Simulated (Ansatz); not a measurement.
Reaction (adduct formation): PH₃ + `[Cl][Al]([Cl])[Cl]` → `[PH3+][Al-]([Cl])([Cl])[Cl]`

Program: Ansatz. Geometries: PBE0-D4/def2-TZVP. ΔE: electronic, gas phase. CBS: MP2 limit from def2 TZ/QZ plus the TZ coupled-cluster correction, frozen cores. This one scheme is used for every species. Functionals use def2-TZVPP. Each species was taken in one conformer, which may not be the lowest.

```csv
level,ΔE (kcal/mol)
PBE-QIDH,-21.2
PBE0,-19.3
RPA@PBE/def2-TZVPP,-16.4
HF/CBS(def2),-16.3
```

(1) What does CCSD(T)/CBS give? (Best estimate.)

Largest T1 diagnostic among the species: 0.013.

Results:

(1) Computed: -20.3 kcal/mol. The listed levels differ from it by -0.9, 1.0, 3.9, 4.0 kcal/mol.

At CCSD(T), def2-SVP lies +2.7 kcal/mol from the extrapolated value and def2-TZVPP +1.6 kcal/mol. The D4 term adds −4.8 kcal/mol with B3LYP and −2.6 kcal/mol with PBE0; it sums over pairs of atoms, weighted by their polarisabilities, and B3LYP, whose exchange is more repulsive, gets the larger term. Leaving LDA and LC-ωPBE aside and taking each functional with its dispersion term where it has one, the values, not all of them listed here, spread over 5.1 kcal/mol, from PBE0-D4 to B97M-V. LDA lies −6.1 kcal/mol from PBE without D4.

B3LYP here is the variant with VWN-RPA as its local correlation; programs differ in this.
